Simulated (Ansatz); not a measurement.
Relaxation of AlH5O3Si (10 atoms, charge 0, multiplicity 1), to a largest force component of 0.02 eV/Å in at most 40 steps.

Method: RHF/STO-3G in Ansatz 0.2.0.

```xyz
10
Properties=species:S:1:pos:R:3
Al 0.000 0.000 0.000
O 0.000 0.000 1.780
H -0.909 -0.281 2.117
O 1.542 0.000 -0.890
H 1.841 -0.952 -1.045
O -1.542 0.000 -0.890
Si -2.691 -1.224 -0.827
H -2.288 -2.220 0.162
H -3.983 -0.659 -0.450
H -2.801 -1.857 -2.138
```

**Question.** Where does it end, and by what steps?

**Answer.** It converged. Limits of this set-up: minimal basis. After 17 steps the energy has fallen by 1.041 eV; H5 moved furthest, 1.47 Å.

| step | energy less start (eV) | largest force component (eV/Å) | accepted |
| --- | --- | --- | --- |
| 0 | 0.0000 | 2.672 | yes |
| 1 | -0.5520 | 1.443 | yes |
| 2 | -0.7832 | 0.664 | yes |
| 3 | -0.8281 | 0.291 | yes |
| 4 | -0.8694 | 0.404 | yes |
| 5 | -0.9161 | 0.414 | yes |
| 6 | -0.9715 | 0.302 | yes |
| 7 | -1.0149 | 0.175 | yes |
| 8 | -1.0272 | 0.050 | yes |
| 9 | -1.0216 | 0.351 | no |
| 10 | -1.0317 | 0.041 | yes |
| 11 | -1.0337 | 0.213 | yes |
| 12 | -1.0354 | 0.131 | yes |
| 13 | -1.0396 | 0.025 | yes |
| 14 | -1.0406 | 0.021 | yes |
| 15 | -1.0409 | 0.042 | yes |
| 16 | -1.0409 | 0.046 | no |
| 17 | -1.0411 | 0.016 | yes |

```xyz
10
Properties=species:S:1:pos:R:3
Al 0.071 -0.385 -0.220
O 0.056 -0.281 1.448
H -0.802 -0.592 1.816
O 1.472 0.040 -1.022
H 2.154 0.308 -0.364
O -1.221 -0.885 -1.088
Si -2.780 -1.263 -0.763
H -2.882 -2.084 0.399
H -3.552 -0.088 -0.522
H -3.347 -1.965 -1.864
```

Whether the end is a true minimum wasn't checked by a vibrational analysis.

The run took 6.8 s on 1 thread of AMD EPYC 9R45 96-Core Processor (Zen 5), on a shared host, peak memory 0.12 GiB.
